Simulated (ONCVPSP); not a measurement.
# What one change does to a pseudopotential (platinum, ONCV)

| Property | Result |
| --- | --- |
| Element | platinum |
| Generator | ONCVPSP 4.0.1 |
| Type | optimised norm-conserving Vanderbilt (ONCV) |
| Functional | LDA (Perdew-Zunger) |
| Relativity | scalar-relativistic |
| Frozen core | [Kr] 4d10 |
| Valence charge | 32 |
| Reference configuration | 4f14 5s2 5p6 5d9 6s0.75 6p0.25 |
| Partial waves | 5s+6s: rc 1.80 bohr, ncon 4, nbas 7, qcut 5.2 1/bohr, 2 projectors; 5p+6p: rc 1.65 bohr, ncon 4, nbas 8, qcut 7 1/bohr, 2 projectors; 5d: rc 1.85 bohr, ncon 5, nbas 9, qcut 6.7 1/bohr, 2 projectors, debl 1.8 Ha; 4f: rc 1.00 bohr, ncon 3, nbas 8, qcut 18.7 1/bohr, 2 projectors, debl 1.1 Ha |
| Local potential | polynomial inside 0.95 bohr (lpopt 3, dvloc0 2 Ha) |
| Core correction | Teter function, fcfact 2.25, rcfact 1.5 |

In the f channel the program set the typed energies aside and used -2.611, 0.250 Ha.

Change: functional PBE. In the f channel the program set the typed energies aside and used -2.596, 0.250 Ha.

Cutoffs: the cutoffs (Ha) at which the residual kinetic energy of the hardest occupied pseudo-wave falls to 1 and 0.1 mHa per electron; they do not see the model core or the augmentation charge, which bear on the density cutoff. Errors are all-electron minus pseudo energies relative to the spin-unpolarised reference configuration.

Task: How do hardness, ghosts and transferability respond?

Result: The potential gets neither clearly harder nor softer (145 Ha and 157 Ha → 145 Ha and 157 Ha); of the 3 tests that both files solve, the error grows in 1 and shrinks in 0 by more than 15 % and 0.3 meV (median size 1.9 → 2.2 meV); neither file shows a bound ghost.

| quantity | base | changed |
| --- | --- | --- |
| cutoff, loose | 145 Ha | 145 Ha |
| cutoff, tight | 157 Ha | 157 Ha |
| loose cutoff by channel | s 11 Ha, p 14 Ha, d 19 Ha, f 145 Ha | s 11 Ha, p 14 Ha, d 18 Ha, f 145 Ha |
| bound ghosts | none | none |
| GHOST(+) flags under 300 eV | s at 81.4 eV | s at 83.2 eV |
| tests with a reliable result | 3 of 4 | 3 of 4 |
| error for 4f14 5s2 5p6 5d9 6s1 6p0, meV [ΔE -1.26 → -1.21 eV] | +0.3 | +0.3 |
| error for 4f14 5s2 5p6 5d9 6s0 6p0, meV [ΔE 8.29 → 7.98 eV] | -4.9 | -5.2 |
| error for 4f14 5s2 5p6 5d9.5 6s0.5 6p0, meV [ΔE -1.34 → -1.34 eV] | -1.9 | -2.2 |
| s: phases at 1.83 bohr within 0.05 rad from the reference energy up to (Ha; the scan ends near 5) | 2.7 | 2.8 |
| p: phases at 1.67 bohr within 0.05 rad from the reference energy up to (Ha; the scan ends near 5) | to the end of the scan | to the end of the scan |
| d: phases at 1.88 bohr within 0.05 rad from the reference energy up to (Ha; the scan ends near 5) | to the end of the scan | to the end of the scan |
| f: phases at 1.01 bohr within 0.05 rad from the reference energy up to (Ha; the scan ends near 5) | to the end of the scan | to the end of the scan |
| rms error of d²Exc/dni dnj with the model core, mHa | 2.83 | 2.90 |
